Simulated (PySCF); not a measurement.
Working out the ionisation energy of Si⁺

Si⁺ [Ne] 3s2 3p1 (2P) → Si²⁺ [Ne] 3s2 (1S). All numbers are calculated (PySCF 2.14, the non-relativistic Hamiltonian (point nucleus), in aug-cc-pV(T+d)Z). Frozen: [Ne]. Energies in hartree (1 hartree = 27.21139 eV):

| part | Si⁺ (lower) | Si²⁺ (upper) |
| --- | --- | --- |
| UHF | -288.575956 | -287.994312 |
| CCSD correlation | -0.058738 | -0.044679 |
| (T) | -0.001103 | 0.000000 |

Task: What does Hartree-Fock give?

Result: (-287.994312) − (-288.575956) = 0.581644 hartree = 15.827 eV.

Task: What do CCSD and CCSD(T) give?

Result: The CCSD correlation energies differ by 0.014059 hartree = 0.383 eV and the triples by 0.001103 hartree = 0.030 eV, so CCSD gives 16.210 eV and CCSD(T) 16.240 eV.

Measured between the centres of the two terms (NIST): 16.322 eV, so CCSD(T) (valence) is off by -0.082 eV.

What remains against the reference includes basis incompleteness, the frozen core and higher excitations.
